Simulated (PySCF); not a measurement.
C2H12N2Si2, SMILES C[SiH2]CN[SiH2]N. Geometry optimised at PBE0-D3(BJ)/def2-SVP. This is a generated structure with no PubChem entry under its InChIKey; it may be hypothetical. Other conformers were not sampled.

Task: Give the equilibrium geometry at PBE0-D3(BJ)/def2-SVP (PySCF confirms it by a frequency run) as a Z-matrix. (An estimate is asked for; the answer gives what the named calculation found.)

Result: Several could match; the one computed here: 
```
N
H 1 1.0130
C 1 1.4515 2 115.17
H 3 1.1033 1 108.43 2 179.80
H 3 1.1088 4 105.93 1 -121.61
Si 1 1.7266 2 118.85 3 -169.33
N 6 1.7234 1 108.14 2 -143.24
H 7 1.0122 6 121.05 1 -146.95
H 7 1.0132 8 112.24 6 155.98
H 6 1.4999 7 118.05 8 96.29
H 6 1.5010 10 107.95 1 -124.38
Si 3 1.8961 4 107.01 5 -118.61
H 12 1.4981 3 108.53 4 -51.85
H 12 1.5003 13 108.23 3 -119.66
C 12 1.8817 13 109.39 14 -119.56
H 15 1.1006 12 111.05 13 58.74
H 15 1.1014 16 107.92 12 -122.02
H 15 1.1014 16 107.59 17 -116.70
```
